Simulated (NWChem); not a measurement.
System: MgNH2Cl; SMILES [Mg]([Cl])[NH2]

The following NWChem deck was run.

```
start job
memory heap 200 mb stack 900 mb global 1100 mb
geometry units angstroms noautosym nocenter noautoz
  Mg    -0.101154    -0.294831    -0.059895
  Cl     0.374290     1.859076     0.057197
  N     -0.503379    -2.130608    -0.160389
  H      0.048089    -2.837889    -0.633470
  H     -1.313442    -2.587583     0.243872
end
basis spherical
  * library pcsseg-1
end
dft
  xc bhlyp
  iterations 150
end
property
  shielding 4 1 2 3 4
  efieldgrad
end
task dft property
```

Geometry: optimised at B3LYP/6-31G* (spherical d).

GIAO values for the isolated, static molecule; σ is the absolute isotropic shielding, δ = σ(reference) − σ with the isolated reference molecule computed at the same levels (1H: tetramethylsilane, 15N: ammonia).

Atoms are numbered as in the input.

Q: Predict the main results of this run. (BHandHLYP/pcSseg-1, GIAO.) Quantities: σ Mg1 (ppm); σ Cl2 (ppm); δ N3 (ppm); δ H4 (ppm).

A: The σ Mg1 (ppm) comes out as 489.8 and the σ Cl2 (ppm) is 1110.8. The δ N3 (ppm) is -38.0 and the δ H4 (ppm) is -1.30.
